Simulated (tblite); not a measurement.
Compound: C3H6O2S2Si (charge -1 and doublet state).
Z-matrix (Å and degrees, GFN2-xTB geometry), rows numbered from 1:
```
O 
C   1  1.2167
O   2  1.2876  1  127.75
Si  3  1.7174  2  127.64  1    16.76
S   4  2.1825  3   94.73  2  -156.25
C   5  1.8153  4   96.17  3  -168.55
C   6  1.5111  5  111.92  4    39.43
S   7  1.8063  6  110.52  5   -70.02
H   2  1.1141  1  121.04  3   178.33
H   4  1.4642  3  101.15  2   -49.96
H   6  1.0919  5  108.17  4   -81.88
H   6  1.0924  5  106.52  4   160.92
H   7  1.0921  6  110.28  5   171.85
H   7  1.0929  6  110.55  5    50.71
```

All values are computed: GFN2-xTB (tblite) harmonic vibrations without scaling, gas phase. The method is semi-empirical: single wavenumbers can be off by several per cent or more. Modes of hydrogen on silicon can be 10 to 20 % off. One conformer, not necessarily the lowest. Open shells enter through the occupations alone, without spin polarisation, and single modes of such species can be off by tens of per cent.

Harmonic wavenumbers (cm⁻¹): 47.4, 50.1, 79.1, 116.2, 168.5, 217.6, 234.6, 251.6, 302.1, 397.5, 477.2, 529.7, 595.0, 678.6, 699.8, 710.7, 846.6, 868.5, 875.8, 927.9, 1049.2, 1094.0, 1145.0, 1152.6, 1246.5, 1263.5, 1389.4, 1444.2, 1458.9, 1717.4, 2215.0, 2668.1, 2931.9, 2946.1, 2956.2, 2961.4.

A = 2193, B = 765.4, C = 595.5 MHz; mass 165.958 u (most abundant isotopes); point group C1, symmetry number 1; spin multiplicity 2.

Problem. What is the zero-point energy?

Solution. ½Σν̃ = 19357 cm⁻¹ = 231.56 kJ/mol.

Problem. Give the ideal-gas entropy at 200 K and 1 bar in the rigid-rotor, harmonic-oscillator model (classical rotation).

Solution. Translation 164.31, rotation 121.18, vibration 88.80, spin (R ln 2) 5.76: S = 380.1 J/(mol K).

Problem. And Cp and H(200 K) − H(0)?

Solution. Cp = 118.86 J/(mol K), of which vibrations give 85.60 (their classical limit is 36 R = 299.3); H(200 K) − H(0) = 15.95 kJ/mol without the zero-point energy, 9.30 from vibrations.

Problem. Which modes carry the vibrational entropy at 200 K?

Solution. 47.4 cm⁻¹: 17.30; 50.1 cm⁻¹: 16.84; 79.1 cm⁻¹: 13.11; 116.2 cm⁻¹: 10.04; 168.5 cm⁻¹: 7.21; 217.6 cm⁻¹: 5.39 J/(mol K); the other 30 give 18.91 together.

Problem. What must be added to the electronic energy to get the Gibbs energy at 200 K and 1 bar?

Solution. ZPE + [H(200 K) − H(0)] − T·S = 231.56 + 15.95 − 76.01 = 171.50 kJ/mol.

Problem. Blend soft modes into free rotors: weight 1/[1 + (100 cm⁻¹/ν̃)⁴] for the oscillator and the rest for a rotor with moment μB/(μ + B), μ = h/(8π²ν), B = 10⁻⁴⁴ kg m². What vibrational entropy results?

Solution. 80.47 J/(mol K) in place of 88.80, which changes −T·S at 200 K by +1.67 kJ/mol.

Hindered rotation and anharmonicity are outside this model. Other conformers, if any are populated, would add a mixing term that is left out. The structure is chiral; the term R ln 2 for an equal mix with its mirror image is left out.
